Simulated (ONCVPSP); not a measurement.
## Logarithmic derivatives: technetium, ONCV

ONCVPSP 4.0.1 input, shortened (lines: element, Z, core and valence counts, functional; n l f; lmax; l rc ep ncon nbas qcut; lloc lpopt rc5 dvloc0; l nproj debl; icmod fcfact rcfact), PBEsol, scalar-relativistic:

```
  Tc 43.00    8    2  -116133      upf
    1    0    2.00
    2    0    2.00
    2    1    6.00
    3    0    2.00
    3    1    6.00
    3    2   10.00
    4    0    2.00
    4    1    6.00
    4    2    5.00
    5    0    2.00
    2
    0    3.00    0.00    5   10    2.20
    1    2.40    0.46    4    7    3.50
    2    2.15    0.00    4    9    6.50
    4    5    1.60    6.00
    0    2    1.50
    1    2    2.60
    2    2    2.10
    1    0.55    0.00
```

The phase is arctan(r·R′/R) of the radial function R(r), unwrapped; energies in Ha, scanned from -2 to 5 Ha. A pole is an energy at which the radial function vanishes at the test radius. The pseudo phase is shifted by a multiple of π to meet the all-electron one at the reference energy, and phase errors are pseudo minus all-electron; the curves can meet again beyond the range given. Levels narrower than the energy grid can be missing from the lists of poles.

Q: For each channel, where are the poles, and over which energies does the pseudopotential scatter like the atom?

A:

```tsv
channel	radius (bohr)	reference energy (Ha)	poles, all-electron	poles, pseudo	unbroken range about the reference energy with phases within 0.05 rad	phase error 1 Ha above the reference energy (rad)
s	3.05	-0.19	0.51, 3.71	0.51, 2.20, 4.08	below 1.7	-0.001
p	2.43	0.46	-1.60, 2.28	2.25, 4.46	-0.6 to 3.7	-0.006
d	2.18	-0.25	0.20, 4.68	0.20, 4.74	the whole range	+0.000
```

Note: no bound ghost flagged; GHOST(+) flagged for s at 59.5 eV, p at 112.6 eV.

Phases in the d channel:

| E (Ha) | all-electron | pseudo |
| --- | --- | --- |
| -1.98 | 1.246 | 1.246 |
| -1.62 | 1.185 | 1.185 |
| -1.26 | 1.075 | 1.076 |
| -0.90 | 0.806 | 0.806 |
| -0.54 | -0.219 | -0.218 |
| -0.18 | -1.264 | -1.264 |
| 0.18 | -1.559 | -1.559 |
| 0.54 | -1.712 | -1.712 |
| 0.90 | -1.857 | -1.857 |
| 1.26 | -2.078 | -2.078 |
| 1.62 | -2.596 | -2.596 |
| 1.98 | -3.617 | -3.617 |
| 2.34 | -4.186 | -4.185 |
| 2.70 | -4.404 | -4.403 |
| 3.06 | -4.514 | -4.513 |
| 3.42 | -4.582 | -4.580 |
| 3.78 | -4.629 | -4.627 |
| 4.14 | -4.666 | -4.663 |
| 4.50 | -4.698 | -4.694 |
| 4.86 | -4.727 | -4.721 |
